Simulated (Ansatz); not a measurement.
Job for Ansatz (a program for electronic structure): R-CCSD(T)/def2-TZVPPD on CdH2O (SMILES [OH][CdH]), atoms moved off the minimum. Elements past Kr take the def2 small-core potentials; no spin–orbit coupling. Files ending in .json are basis or fitting sets from the Basis Set Exchange.

Ansatz 0.2 input:
```yaml
crystal:
  periodic: [false, false, false]
  atoms:
    - {symbol: Cd, position_ang: [-0.25364742, -0.10563607, -0.04945851]}
    - {symbol: H, position_ang: [-1.79082294, -0.75446143, -0.25048901]}
    - {symbol: O, position_ang: [1.59740835, 0.49351740, 0.16871458]}
    - {symbol: H, position_ang: [1.66147358, 1.47342087, 0.23578085]}
basis:
  gaussian:
    orbitals: def2-TZVPPD.json
magnetization: {spin_polarized: false}
correlation: {method: ccsd_t, electrons: outside_noble_gas}
scf: {lower_state_search: off}
output: {forces: true}
```

The head of its log:

```
WARN ansatz: RAYON_NUM_THREADS=1 ignored (pool sized by the plan → 1); use --threads N
Functional definition: HF
these checks for a lower state are left out or cut short: starts, cluster_reference, orbital_swaps, neighbouring_geometries, increment
integrals: 0.23 GiB planned
821 factors; integrals over basis functions are off by at most 1.0e-3 eV
mean field: 0.25 GiB planned
mean field evaluation 1: about -6606.2005 eV, gradient 4.3e1 eV
mean field evaluation 2: about -6606.2053 eV, gradient 4.3e1 eV
mean field evaluation 4: about -6609.8402 eV, gradient 2.6e0 eV
mean field evaluation 8: about -6609.8706 eV, gradient 2.2e-1 eV
mean field -6609.87073645 eV, -242.9082692333 hartree, gradient 4.5e-6 eV, S^2 0.000000; 0 other end points of the search recorded, 0 dependent functions left out
5 core orbitals not correlated
reference -6609.87073645 eV, -242.9082692333 hartree; 10, 10 occupied and 115, 115 virtual orbitals, 821 factors
densities: 1.05 GiB planned
```

Task: Predict the final total energy.

Result: -243.6211 hartree (reference determinant -242.9083, T1 diagnostic 0.018).
